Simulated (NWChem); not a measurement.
## Polarisability of BeF2

```xyz
3

Be     0.0000     0.0000     0.0000
F      0.0000     0.0000     1.3865
F      0.0000     0.0000    -1.3865
```
Charge 0, spin multiplicity 1.

All runs are NWChem calculations. The geometry was optimised at B3LYP/def2-SVP, a minimum by its harmonic frequencies.

Basis set: def2-SVPD. The field's frequency is 0.0428 Ha (1065 nm).

The correlated methods keep 3 core orbitals frozen. B3LYP has NWChem's definition, with VWN1-RPA local correlation. The structure started from a generated list of species. Coupled-cluster values serve here as a point of comparison, not as the truth.

Task: For the isotropic polarisability, HF gives 10.94 bohr³ and PBE gives 14.68 bohr³. What do PBE0, B3LYP, CCSD linear response give?

Result: PBE0: 13.34 bohr³; B3LYP: 13.58 bohr³; CCSD linear response: 13.31 bohr³.
